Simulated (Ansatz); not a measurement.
Geometry optimisation, Ansatz, RKS PBE0/def2-SVP.

Input:

```yaml
crystal:
  periodic: [false, false, false]
  atoms:
    - { symbol: Si, position_ang: [0.0, 0.0, 0.0] }
    - { symbol: O, position_ang: [0.0, 0.0, 1.68] }
    - { symbol: H, position_ang: [-0.9095, -0.2814, 2.0171] }
    - { symbol: C, position_ang: [1.7634, 0.0, -0.6227] }
    - { symbol: H, position_ang: [2.1111, -1.0463, -0.7509] }
    - { symbol: H, position_ang: [1.8119, 0.5276, -1.5981] }
    - { symbol: H, position_ang: [2.4154, 0.5187, 0.1108] }
    - { symbol: C, position_ang: [-0.8808, 1.5259, -0.6227] }
    - { symbol: H, position_ang: [-1.9334, 1.2723, -0.8671] }
    - { symbol: H, position_ang: [-0.8624, 2.3106, 0.1622] }
    - { symbol: H, position_ang: [-0.3704, 1.9025, -1.5336] }
    - { symbol: C, position_ang: [-0.8808, -1.5259, -0.6227] }
    - { symbol: H, position_ang: [-1.3804, -2.0377, 0.2261] }
    - { symbol: H, position_ang: [-1.6409, -1.2332, -1.3768] }
    - { symbol: H, position_ang: [-0.1449, -2.2146, -1.0879] }
basis:
  gaussian: { orbitals: def2-SVP }
hamiltonian:
  xc: pbe0
relax:
  f_tol: 0.02
  max_steps: 40
output:
  orbitals: {}
```

Run as:

```bash
$ ansatz run input.yaml --threads 4 --pin off --max-ram 5120MiB --backend cpu --events-out ev --progress --plain --runs-dir out
```

Where does it end, and by what steps?

It converged. The force dipped under the threshold on the way, but the program's further checks kept it going. After 10 steps the energy has fallen by 0.298 eV; H13 moved furthest, 0.96 Å.

```
step  energy less start (eV)  largest force component (eV/Å)  accepted
   0                  0.0000                           1.995       yes
   1                 -0.1530                           0.726       yes
   2                 -0.1937                           0.284       yes
   3                 -0.2345                           0.399       yes
   4                 -0.2617                           0.296       yes
   5                 -0.2790                           0.483       yes
   6                 -0.2959                           0.024       yes
   7                 -0.2978                           0.008       yes
   8                 -0.2982                           0.070       yes
   9                 -0.2971                           0.205        no
  10                 -0.2984                           0.004       yes
```

```xyz
15
Properties=species:S:1:pos:R:3
Si -0.007 -0.048 -0.032
O 0.095 -0.221 1.637
H -0.739 -0.288 2.110
C 1.767 0.046 -0.612
H 2.318 -0.866 -0.335
H 1.825 0.160 -1.706
H 2.283 0.904 -0.153
C -0.942 1.524 -0.468
H -1.982 1.494 -0.106
H -0.456 2.406 -0.023
H -0.978 1.673 -1.560
C -0.883 -1.531 -0.788
H -1.925 -1.611 -0.436
H -0.912 -1.456 -1.887
H -0.366 -2.468 -0.526
```

Time of the run: 22 s on 4 threads of Arm Neoverse V1 (shared host), peak memory 0.31 GiB.
